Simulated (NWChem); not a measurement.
Program: NWChem. System: HClSi, charge 0, spin multiplicity 1, at a geometry optimised with PBE0/def2-SVP. The structure started from a generated list of species. Level: TD-B3LYP/def2-SVPD, VWN1-RPA local correlation.

Job file:

```
start mol
memory heap 200 mb stack 900 mb global 1100 mb
geometry units angstroms nocenter noautoz
  Si    -0.750692    -0.813678     0.000000
  H      0.327639    -1.910612     0.000000
  Cl     0.598944     0.782477     0.000000
  symmetry group Cs
end
basis spherical
  * library def2-svpd
end
dft
  xc b3lyp
  semidirect memsize 60000000 filesize 0
  iterations 100
end
tddft
  rpa
  nroots 6
  notriplet
  thresh 1e-4
end
task tddft energy
```

Part of the output:

```
             Northwest Computational Chemistry Package (NWChem) 7.3.0
             --------------------------------------------------------

                                NWChem Input Module
                                -------------------

 Scaling coordinates for geometry "geometry" by  1.889725989
 (inverse scale =  0.529177249)

 Turning off AUTOSYM since
 SYMMETRY directive was detected!

                             Geometry "geometry" -> ""
                             -------------------------

 Output coordinates in angstroms (scale by  1.889725989 to convert to a.u.)

  No.       Tag          Charge          X              Y              Z
 ---- ---------------- ---------- -------------- -------------- --------------
    1 Si                  14.0000    -0.75069200    -0.81367800     0.00000000
    2 H                    1.0000     0.32763900    -1.91061200     0.00000000
    3 Cl                  17.0000     0.59894400     0.78247700     0.00000000

 Effective nuclear repulsion energy (a.u.)      68.3925090757

            Nuclear Dipole moment (a.u.)
            ----------------------------
        X                 Y               Z
 ---------------- ---------------- ----------------
    -0.0000018897     0.0000094486     0.0000000000

      Symmetry information
      --------------------

 Group name             Cs
 Group number              2
 Group order               2
 No. of unique centers     3

      Symmetry unique atoms

     1    2    3


 Summary of "ao basis" -> "" (spherical)
 ------------------------------------------------------------------------------
       Tag                 Description            Shells   Functions and Types
 ---------------- ------------------------------  ------  ---------------------
 *                         def2-svpd                  on all atoms

                                 NWChem DFT Module
                                 -----------------

 Summary of "ao basis" -> "ao basis" (spherical)
 ------------------------------------------------------------------------------
       Tag                 Description            Shells   Functions and Types
 ---------------- ------------------------------  ------  ---------------------
 Si                        def2-svpd                10       24   5s3p2d
 H                         def2-svpd                 4        8   2s2p
 Cl                        def2-svpd                11       27   5s4p2d

 Summary of "ao basis" -> "ao basis" (spherical)
 ------------------------------------------------------------------------------
       Tag                 Description            Shells   Functions and Types
 ---------------- ------------------------------  ------  ---------------------
 Si                        def2-svpd                10       24   5s3p2d
 H                         def2-svpd                 4        8   2s2p
 Cl                        def2-svpd                11       27   5s4p2d

      Symmetry analysis of basis
      --------------------------

        a'         42
        a"         17

            General Information
            -------------------
          SCF calculation type: DFT
          Wavefunction type:  closed shell.
          No. of atoms     :     3
          No. of electrons :    32
           Alpha electrons :    16
            Beta electrons :    16
          Charge           :     0
          Spin multiplicity:     1
          Use of symmetry is: off; symmetry adaption is: on
          Maximum number of iterations: 100
          AO basis - number of functions:    59
                     number of shells:    25
          Convergence on energy requested:  1.00D-06
          Convergence on density requested:  1.00D-05
          Convergence on gradient requested:  5.00D-04

              XC Information
              --------------
                         B3LYP Method XC Potential
                     Hartree-Fock (Exact) Exchange  0.200
                        Slater Exchange Functional  0.800 local
                    Becke 1988 Exchange Functional  0.720 non-local
              Lee-Yang-Parr Correlation Functional  0.810
                  VWN I RPA Correlation Functional  0.190 local

             Grid Information
             ----------------
          Grid used for XC integration:  medium
          Radial quadrature: Mura-Knowles
          Angular quadrature: Lebedev.
          Tag              B.-S. Rad. Rad. Pts. Rad. Cut. Ang. Pts.
          ---              ---------- --------- --------- ---------
          Si                  1.10       88          11.0       590
          H                   0.35       45          11.0       434
          Cl                  1.00       88          11.0       590
          Grid pruning is: on
          Number of quadrature shells:   221
          Spatial weights used:  Erf1

          Convergence Information
          -----------------------
          Convergence aids based upon iterative change in
          total energy or number of iterations.
          Levelshifting, if invoked, occurs when the
          HOMO/LUMO gap drops below (HL_TOL):  1.00D-02
          DIIS, if invoked, will attempt to extrapolate
          using up to (NFOCK): 10 stored Fock matrices.

                    Damping( 0%)  Levelshifting(0.5)       DIIS
                  --------------- ------------------- ---------------
          dE  on:    start            ASAP                start
          dE off:    2 iters        100 iters           100 iters

      Screening Tolerance Information
      -------------------------------
          Density screening/tol_rho:  1.00D-10
[...]
              XC Information
              --------------
                  B3LYP Method XC Potential
              Hartree-Fock (Exact) Exchange   0.20
                 Slater Exchange Functional   0.80 local
             Becke 1988 Exchange Functional   0.72 non-local
       Lee-Yang-Parr Correlation Functional   0.81
           VWN I RPA Correlation Functional   0.19 local

             TDDFT Information
             -----------------
          Calculation type : TDDFT
         Wavefunction type : Restricted singlets
          No. of electrons :      32
           Alpha electrons :      16
            Beta electrons :      16
              No. of roots :       6
          Max subspacesize :    5200
            Max iterations :     100
               Target root :       1
           Target symmetry : none
      Symmetry restriction : off
                 Algorithm : Optimal
        Davidson threshold :  0.10D-03

            Memory Information
            ------------------
          Available GA space size is         144175719 doubles
          Available MA space size is          50656740 doubles
          Length of a trial vector is          688
          Algorithm : Incore multiple tensor contraction
          Estimated peak GA usage is          14499668 doubles
          Estimated peak MA usage is             25800 doubles

    6 smallest eigenvalue differences (eV)
--------------------------------------------------------
  No. Spin  Occ  Vir  Irrep   E(Occ)    E(Vir)   E(Diff)
--------------------------------------------------------
    1    1   16   17 a"       -0.253    -0.119     3.648
    2    1   15   17 a"       -0.346    -0.119     6.180
    3    1   16   18 a'       -0.253    -0.018     6.390
    4    1   14   17 a'       -0.355    -0.119     6.445
    5    1   13   17 a"       -0.387    -0.119     7.306
    6    1   16   19 a'       -0.253     0.016     7.323
--------------------------------------------------------

  Entering Davidson iterations
  Restricted singlet excited states

  Iter   NTrls   NConv    DeltaV     DeltaE      Time
  ----  ------  ------  ---------  ---------  ---------
    1      6       0     0.23E+00   0.10+100        3.3
    2     18       0     0.32E-01   0.16E-01        3.1
    3     30       0     0.11E-01   0.63E-03        3.2
    4     42       0     0.30E-02   0.69E-04        3.2
    5     54       1     0.91E-03   0.63E-05        3.2
    6     64       2     0.28E-03   0.35E-06        3.1
    7     72       6     0.77E-04   0.28E-07        2.9
  ----  ------  ------  ---------  ---------  ---------
  Convergence criterion met

  Ground state a'       -750.087263313363 a.u.

  ----------------------------------------------------------------------------
  Root   1 singlet a"             0.097992126 a.u.                2.6665 eV
  ----------------------------------------------------------------------------
     Transition Moments    X  0.00000   Y  0.00000   Z -0.43077
     Transition Moments   XX -0.00000  XY -0.00000  XZ  2.16819
     Transition Moments   YY -0.00000  YZ  0.44085  ZZ  0.00000
     Dipole Oscillator Strength                    0.0121222934
     Electric Quadrupole                           0.0000000245
     Magnetic Dipole                               0.0000018277
     Total Oscillator Strength                     0.0121241456

          sigma_e =   1.6932 Angstrom
          sigma_h =   1.7644 Angstrom
         |d_h->e| =   0.1236 Angstrom
            d_exc =   2.4448 Angstrom
            d_CD1 =   0.1948 Angstrom
            d_CD2 =  -1.6052 Angstrom
            d_CD3 =   2.5683 Angstrom
     Pearson C.C. =   0.0031

     Occ.   12  a'  ---  Virt.   17  a"  -0.05936 X
     Occ.   15  a'  ---  Virt.   17  a"  -0.06635 X
     Occ.   16  a'  ---  Virt.   17  a"   0.99969 X
     Occ.   16  a'  ---  Virt.   17  a"  -0.10319 Y
     Occ.   16  a'  ---  Virt.   24  a"  -0.05180 X
  ----------------------------------------------------------------------------
  Root   2 singlet a"             0.185956425 a.u.                5.0601 eV
  ----------------------------------------------------------------------------
     Transition Moments    X  0.00000   Y  0.00000   Z -0.27811
     Transition Moments   XX -0.00000  XY  0.00000  XZ  1.07793
     Transition Moments   YY  0.00000  YZ  0.95693  ZZ -0.00000
     Dipole Oscillator Strength                    0.0095884625
     Electric Quadrupole                           0.0000000711
     Magnetic Dipole                               0.0000011032
     Total Oscillator Strength                     0.0095896368

          sigma_e =   1.6845 Angstrom
          sigma_h =   1.4236 Angstrom
         |d_h->e| =   1.5031 Angstrom
            d_exc =   2.6813 Angstrom
            d_CD1 =   1.7640 Angstrom
            d_CD2 =  -0.0509 Angstrom
            d_CD3 =   4.1844 Angstrom
     Pearson C.C. =  -0.0137

     Occ.   12  a'  ---  Virt.   17  a"  -0.05617 X
     Occ.   13  a'  ---  Virt.   17  a"  -0.05783 X
     Occ.   15  a'  ---  Virt.   17  a"   0.99306 X
     Occ.   16  a'  ---  Virt.   17  a"   0.06179 X
     Occ.   16  a'  ---  Virt.   24  a"  -0.05582 X
  ----------------------------------------------------------------------------
  Root   3 singlet a'             0.200272309 a.u.                5.4497 eV
  ----------------------------------------------------------------------------
     Transition Moments    X  0.29468   Y  0.37494   Z  0.00000
     Transition Moments   XX -1.21309  XY -1.62661  XZ -0.00000
     Transition Moments   YY -1.32596  YZ -0.00000  ZZ  0.54971
     Dipole Oscillator Strength                    0.0303634407
     Electric Quadrupole                           0.0000001605
     Magnetic Dipole                               0.0000019929
     Total Oscillator Strength                     0.0303655941

          sigma_e =   2.2375 Angstrom
          sigma_h =   1.7899 Angstrom
         |d_h->e| =   0.4069 Angstrom
            d_exc =   2.8744 Angstrom
            d_CD1 =   0.8545 Angstrom
            d_CD2 =  -1.6068 Angstrom
            d_CD3 =   3.2813 Angstrom
     Pearson C.C. =   0.0141

     Occ.   14  a"  ---  Virt.   17  a"  -0.38013 X
     Occ.   15  a'  ---  Virt.   18  a'   0.06175 X
     Occ.   16  a'  ---  Virt.   18  a'  -0.91423 X
     Occ.   16  a'  ---  Virt.   19  a'   0.06928 X
     Occ.   16  a'  ---  Virt.   20  a'  -0.06472 X
  ----------------------------------------------------------------------------
  Root   4 singlet a'             0.216184943 a.u.                5.8827 eV
  ----------------------------------------------------------------------------
     Transition Moments    X -0.56562   Y -0.65340   Z  0.00000
     Transition Moments   XX  0.53778  XY  0.24050  XZ -0.00000
     Transition Moments   YY -0.03595  YZ -0.00000  ZZ  0.56095
     Dipole Oscillator Strength                    0.1076405139
     Electric Quadrupole                           0.0000000093
     Magnetic Dipole                               0.0000004068
     Total Oscillator Strength                     0.1076409299

          sigma_e =   1.8455 Angstrom
          sigma_h =   1.4512 Angstrom
         |d_h->e| =   1.5519 Angstrom
            d_exc =   2.7832 Angstrom
            d_CD1 =   1.9462 Angstrom
            d_CD2 =  -0.0964 Angstrom
            d_CD3 =   4.3351 Angstrom
     Pearson C.C. =   0.0325

     Occ.   13  a'  ---  Virt.   18  a'  -0.13402 X
     Occ.   14  a"  ---  Virt.   17  a"  -0.90171 X
     Occ.   14  a"  ---  Virt.   17  a"   0.05020 Y
     Occ.   15  a'  ---  Virt.   18  a'  -0.12098 X
     Occ.   15  a'  ---  Virt.   26  a'   0.05171 X
     Occ.   16  a'  ---  Virt.   18  a'   0.35640 X
     Occ.   16  a'  ---  Virt.   19  a'  -0.06511 X
     Occ.   16  a'  ---  Virt.   26  a'  -0.08232 X
  ----------------------------------------------------------------------------
  Root   5 singlet a"             0.222900207 a.u.                6.0654 eV
  ----------------------------------------------------------------------------
     Transition Moments    X -0.00000   Y -0.00000   Z -0.17516
     Transition Moments   XX  0.00000  XY -0.00000  XZ  0.38261
     Transition Moments   YY  0.00000  YZ  1.50917  ZZ  0.00000
     Dipole Oscillator Strength                    0.0045591078
     Electric Quadrupole                           0.0000001430
     Magnetic Dipole                               0.0000030181
     Total Oscillator Strength                     0.0045622689

          sigma_e =   1.6670 Angstrom
          sigma_h =   1.6303 Angstrom
         |d_h->e| =   1.0666 Angstrom
            d_exc =   2.5648 Angstrom
            d_CD1 =   1.1034 Angstrom
            d_CD2 =  -0.5820 Angstrom
            d_CD3 =   3.6314 Angstrom
     Pearson C.C. =  -0.0006

     Occ.   13  a'  ---  Virt.   17  a"   0.99527 X
     Occ.   15  a'  ---  Virt.   17  a"   0.05153 X
  ----------------------------------------------------------------------------
  Root   6 singlet a'             0.235680036 a.u.                6.4132 eV
  ----------------------------------------------------------------------------
     Transition Moments    X  0.75721   Y -0.39327   Z -0.00000
     Transition Moments   XX -3.50252  XY -1.69204  XZ -0.00000
     Transition Moments   YY  2.59625  YZ -0.00000  ZZ -1.16308
     Dipole Oscillator Strength                    0.1143880238
     Electric Quadrupole                           0.0000008595
     Magnetic Dipole                               0.0000027552
     Total Oscillator Strength                     0.1143916386

          sigma_e =   2.9397 Angstrom
          sigma_h =   1.7391 Angstrom
         |d_h->e| =   0.2632 Angstrom
            d_exc =   3.3855 Angstrom
            d_CD1 =   1.4638 Angstrom
            d_CD2 =  -2.0762 Angstrom
            d_CD3 =   3.6486 Angstrom
     Pearson C.C. =   0.0268

     Occ.   15  a'  ---  Virt.   18  a'  -0.06643 X
     Occ.   16  a'  ---  Virt.   18  a'   0.07131 X
     Occ.   16  a'  ---  Virt.   19  a'   0.98430 X
     Occ.   16  a'  ---  Virt.   20  a'   0.12657 X

              Target root =      1
          Target symmetry = none
      Ground state energy =   -750.087263313363
        Excitation energy =      0.097992126198
     Excited state energy =   -749.989271187165

  stored tddft:energy   -749.98927118716517

 Task  times  cpu:       23.5s     wall:       23.5s

 Total times  cpu:       23.5s     wall:       23.5s
```
